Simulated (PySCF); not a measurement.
SMILES F[C](F)Br, doublet (PBE0/def2-SVP optimised geometry):

```
4

F     -0.731    -1.263     0.933
C     -0.267    -0.470     0.000
F      1.042    -0.470     0.000
Br    -1.042     1.263     0.000
```

Computed with PySCF with unrestricted PBE0/def2-TZVP.

Q: What are the frontier orbital energies (α orbitals alone; a β orbital can be the lowest empty one) and the dipole moment?

A: HOMO-2 -9.62 eV, HOMO-1 -9.19 eV, HOMO -7.21 eV, LUMO -0.34 eV, LUMO+1 2.71 eV; dipole moment 0.26 D.

On the same geometry unrestricted PBE/def2-TZVP in PySCF 2.14.0 gives HOMO-2 -8.14 eV, HOMO-1 -7.79 eV, HOMO -5.58 eV, LUMO -1.36 eV, LUMO+1 1.71 eV; dipole moment 0.16 D.

Meta-Löwdin charges at PBE0/def2-TZVP: F1 -0.21, C2 0.41, F3 -0.21, Br4 0.01.
